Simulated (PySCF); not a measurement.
C$_{4}$H$_{10}$AlO (SMILES [CH3][Al+][O]C(C)C), charge +1, singlet, at a GFN2-xTB geometry (such geometries of metal compounds can be far from the true shape); CCSD/STO-3G run with PySCF.

The PySCF input:
```python
from pyscf import gto, scf, cc

mol = gto.M(
    atom='''
Al   -0.10419977    0.57140530    1.33762439
C     0.04078877    1.18229227    3.19981155
H    -0.30812157    0.38742778    3.87011631
H    -0.57948601    2.07712581    3.33464422
H     1.08729508    1.42193573    3.42335730
O    -0.27442005    0.10268506   -0.18883442
C    -0.29740402   -0.40019465   -1.55155279
C    -0.34774280   -1.91414823   -1.49477208
C     0.92943384    0.12622446   -2.26953104
H    -1.21049240   -0.00054383   -2.00403294
H     0.55605354   -2.30441084   -1.02986935
H    -0.42551766   -2.31544039   -2.50181994
H    -1.21303812   -2.24442293   -0.92311787
H     0.94998055    1.21394957   -2.23989584
H     1.83408505   -0.25974759   -1.80261832
H     0.90874425   -0.19066576   -3.30893904
''',
    basis='sto-3g',
    charge=1,
    verbose=4,
)

mf = scf.RHF(mol)
mf.kernel()

mycc = cc.CCSD(mf, frozen=10)
mycc.kernel()
print('E(CCSD) = %.10f' % mycc.e_tot)
mf.analyze()
```

What the program printed (banner, timings and long lists left out):

```
PySCF version 2.14.0

[INPUT] verbose = 4
[INPUT] num. atoms = 16
[INPUT] num. electrons = 54
[INPUT] charge = 1
[INPUT] spin (= nelec alpha-beta = 2S) = 0
[INPUT] symmetry False subgroup None
[INPUT] Mole.unit = angstrom
[INPUT] Symbol           X                Y                Z      unit          X                Y                Z       unit  Magmom
[...]
nuclear repulsion = 276.961528145756
number of shells = 30
number of NR pGTOs = 132
number of NR cGTOs = 44
basis = sto-3g
ecp = {}

******** <class 'pyscf.scf.hf.RHF'> ********
method = RHF
initial guess = minao
damping factor = 0
level_shift factor = 0
DIIS = <class 'pyscf.scf.diis.CDIIS'>
diis_start_cycle = 1
diis_space = 8
diis_damp = 0
SCF conv_tol = 1e-09
SCF conv_tol_grad = None
SCF max_cycles = 50
direct_scf = True
direct_scf_tol = 1e-13
Set gradient conv threshold to 3.16228e-05
Initial guess from minao.
init E= -468.822553134425
[...]
cycle= 1 E= -468.091470333804  delta_E= 0.731  |g|= 0.555  |ddm|= 4.59
[...]
cycle= 2 E= -468.186088784306  delta_E= -0.0946  |g|= 0.305  |ddm|= 1.17
[...]
cycle= 3 E= -468.214944906221  delta_E= -0.0289  |g|= 0.0446  |ddm|= 0.403
[...]
cycle= 4 E= -468.21584437089  delta_E= -0.000899  |g|= 0.00724  |ddm|= 0.0923
[...]
cycle= 5 E= -468.215870067833  delta_E= -2.57e-05  |g|= 0.00131  |ddm|= 0.0143
[...]
cycle= 6 E= -468.215871283741  delta_E= -1.22e-06  |g|= 0.000312  |ddm|= 0.00327
[...]
cycle= 7 E= -468.215871375965  delta_E= -9.22e-08  |g|= 8.79e-05  |ddm|= 0.000993
[...]
cycle= 8 E= -468.215871381589  delta_E= -5.62e-09  |g|= 2.1e-05  |ddm|= 0.000237
[...]
cycle= 9 E= -468.215871381964  delta_E= -3.74e-10  |g|= 4.47e-06  |ddm|= 6.76e-05
[...]
Extra cycle  E= -468.215871381981  delta_E= -1.68e-11  |g|= 2.12e-06  |ddm|= 1.11e-05
converged SCF energy = -468.215871381981

******** <class 'pyscf.cc.ccsd.CCSD'> ********
CC2 = 0
CCSD nocc = 17, nmo = 34
frozen orbitals 10
max_cycle = 50
direct = 0
conv_tol = 1e-07
conv_tol_normt = 1e-05
diis_space = 6
diis_start_cycle = 0
diis_start_energy_diff = 1e+09
Init t2, MP2 energy = -468.495961599944  E_corr(MP2) -0.280090217963413
Init E_corr(CCSD) = -0.280090217966216
cycle = 1  E_corr(CCSD) = -0.324262516979143  dE = -0.044172299  norm(t1,t2) = 0.102259
cycle = 2  E_corr(CCSD) = -0.34844371378952  dE = -0.0241811968  norm(t1,t2) = 0.0354938
cycle = 3  E_corr(CCSD) = -0.350628897475053  dE = -0.00218518369  norm(t1,t2) = 0.023374
cycle = 4  E_corr(CCSD) = -0.358027954100859  dE = -0.00739905663  norm(t1,t2) = 0.00932244
cycle = 5  E_corr(CCSD) = -0.357712121526877  dE = 0.000315832574  norm(t1,t2) = 0.0017764
cycle = 6  E_corr(CCSD) = -0.357655988736526  dE = 5.61327904e-05  norm(t1,t2) = 0.000451234
cycle = 7  E_corr(CCSD) = -0.357636800787368  dE = 1.91879492e-05  norm(t1,t2) = 0.000172689
cycle = 8  E_corr(CCSD) = -0.357635026270109  dE = 1.77451726e-06  norm(t1,t2) = 5.54958e-05
cycle = 9  E_corr(CCSD) = -0.357635586435955  dE = -5.60165846e-07  norm(t1,t2) = 2.84564e-05
cycle = 10  E_corr(CCSD) = -0.357634721360529  dE = 8.65075425e-07  norm(t1,t2) = 1.49429e-05
cycle = 11  E_corr(CCSD) = -0.357636070881758  dE = -1.34952123e-06  norm(t1,t2) = 7.96263e-06
cycle = 12  E_corr(CCSD) = -0.357635622183997  dE = 4.48697761e-07  norm(t1,t2) = 2.42748e-06
cycle = 13  E_corr(CCSD) = -0.357635592901323  dE = 2.92826738e-08  norm(t1,t2) = 7.38438e-07
CCSD converged
E(CCSD) = -468.573506974882  E_corr = -0.3576355929013233
E(CCSD) = -468.5735069749
**** SCF Summaries ****
Total Energy =                        -468.215871381980719
Nuclear Repulsion Energy =             276.961528145756461
One-electron Energy =                -1187.133128243604915
Two-electron Energy =                  441.955728715867679
Two-electron Coulomb Energy =          492.670698515734841
DFT Exchange-Correlation Energy =      -50.714969799867163
HOMO-LUMO gap [eV] =                    15.394433982086195
**** MO energy ****
[...]
 ** Mulliken pop on meta-lowdin orthogonal AOs  **
 ** Mulliken pop  **
 ** Mulliken atomic charges  **
charge of    0Al =      1.05901
charge of    1C =     -0.20455
charge of    2H =      0.07005
charge of    3H =      0.07013
charge of    4H =      0.06999
charge of    5O =     -0.32643
charge of    6C =      0.14795
charge of    7C =     -0.11473
charge of    8C =     -0.11470
charge of    9H =      0.04592
charge of   10H =      0.04211
charge of   11H =      0.06222
charge of   12H =      0.04430
charge of   13H =      0.04444
charge of   14H =      0.04207
charge of   15H =      0.06220

WARN: System has nonzero charge 1; the dipole moment is origin-dependent.
Location of origin: [0. 0. 0.]

Dipole moment(X, Y, Z, Debye): -0.27804,  2.07102,  5.01954
```
